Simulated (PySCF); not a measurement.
Mean harmonic wavenumber (cm⁻¹) of eight silicon and germanium compounds: PBE-D3(BJ) beside r2SCAN-D4, computed with PySCF for isolated molecules in the bases named; differences from unrounded values. The eight are the first of their class met in an unordered collection, after screening for sound electronic states; none was chosen by its value. Each level has its own optimised geometry.

| molecule | basis | r2SCAN-D4 | PBE-D3(BJ) | difference |
|---|---|---|---|---|
| Si(F)3(NCO) (CF3NOSi), SMILES O=C=N[Si](F)(F)F | def2-SVP | 697 | 676 | -21 |
| N-silylprop-2-yn-1-amine (C₃H₇NSi), SMILES C#CCN[SiH3] | def2-SVP | 1293 | 1259 | -34 |
| C₃H₅Cl₂FSi, SMILES C=CC[Si](F)(Cl)Cl | def2-SVP | 1127 | 1099 | -28 |
| C₂H₈O₂Si, SMILES CO[Si@@H](C)O | def2-SVP | 1356 | 1321 | -35 |
| CH₇FN₂Si, SMILES F[Si@@H](N)NC | def2-SVP | 1356 | 1321 | -35 |
| Ge(H)(Cl)2(vinyl) (C2H4Cl2Ge), SMILES [GeH]([Cl])([Cl])[CH]=C | def2-SVP | 1108 | 1077 | -31 |
| H₇NO₂Si₂, SMILES N[SiH2]O[SiH2]O | def2-SVP | 1169 | 1139 | -30 |
| CH9FOSi3, SMILES C[SiH2][SiH2]O[SiH2]F | def2-SVP | 1084 | 1055 | -30 |

PBE-D3(BJ) lies below r2SCAN-D4 in 8 and above it in 0 of the eight; the mean signed difference is -30 and the largest -35 cm⁻¹.
